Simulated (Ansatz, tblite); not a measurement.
Removing and adding an electron: Si7PH16⁺, a doped cluster cut from the lattice of silicon (P on a surface site). Charge 1, multiplicity 1. Geometry: PBE0-D4/def2-SVP. Ansatz, gas phase; energy differences of separate SCF runs; the oxidised species was run as a doublet alone; the reduced species was run as a doublet alone.

```
atom   x (Å)   y (Å)   z (Å)
 Si1  -0.669   0.594  -2.365
 Si2   2.396  -0.474   0.482
 Si3  -1.218  -2.130   0.614
 Si4  -0.448   2.059   1.326
  P5  -1.631  -1.323  -1.510
 Si6   1.090  -2.355   1.009
 Si7  -0.994   2.429  -0.930
 Si8   1.793   1.458   1.669
  H9  -1.399   0.688  -3.663
 H10   0.731   0.139  -2.581
 H11   3.806  -0.862   0.792
 H12   2.269  -0.245  -0.991
 H13  -1.962  -3.421   0.545
 H14  -1.957  -1.141   1.444
 H15  -1.362   0.988   1.832
 H16  -0.762   3.339   2.033
 H17  -1.357  -2.372  -2.422
 H18  -3.035  -1.188  -1.642
 H19   1.490  -3.543   0.196
 H20   1.143  -2.685   2.466
 H21  -0.139   3.486  -1.549
 H22  -2.439   2.774  -1.092
 H23   2.664   2.580   1.208
 H24   1.992   1.205   3.127
```

The xTB rows come from tblite.

Problem. Estimate orbital energies and vertical ionisation energies and electron affinities at: GFN1-xTB; GFN2-xTB; PBE-D4/def2-TZVP; PBE0-D4/def2-TZVP; BHLYP-D4/def2-TZVP.

Solution. 
```tsv
level	−HOMO (eV)	vertical IE (eV)	−LUMO (eV)	vertical EA (eV)	HOMO–LUMO gap (eV)	IE − EA (eV)
GFN1-xTB	14.19	15.87	11.37	9.51	2.82	6.36
GFN2-xTB	12.70	14.68	9.93	7.95	2.77	6.72
PBE-D4/def2-TZVP	10.23	–	5.74	3.93	4.49	–
PBE0-D4/def2-TZVP	11.25	12.77	4.92	3.71	6.33	9.05
BHLYP-D4/def2-TZVP	12.15	12.87	3.99	3.33	8.17	9.53
```

Run but left out: PBE-D4/def2-TZVP (charge +2 doublet: an occupied level 0.03 eV above an empty one).   Raw xTB energy differences between charge states are shifted by several eV; the methods need an empirical correction for them.
